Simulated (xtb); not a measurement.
Mg(OSiH3)2 (H6MgO2Si2), SMILES [O]([SiH3])[Mg][O][SiH3]. All values are semi-empirical tight-binding results from xtb (GFN2-xTB unless named), good for trends rather than for accurate numbers. The structure is a stationary point at GFN2-xTB. The structure was generated by enumeration; whether it is a known compound was not checked. The values are those of a single conformer.

For metal compounds this method's bond lengths and energies can be far off.

Computed properties:
```yaml
point_group_as_xtb_finds_it: C2
orbital_gap: 1.64 eV
zero_point_energy: 33.1 kcal/mol
G − E(el) at 298.15 K (modified RRHO): 11.1 kcal/mol
```
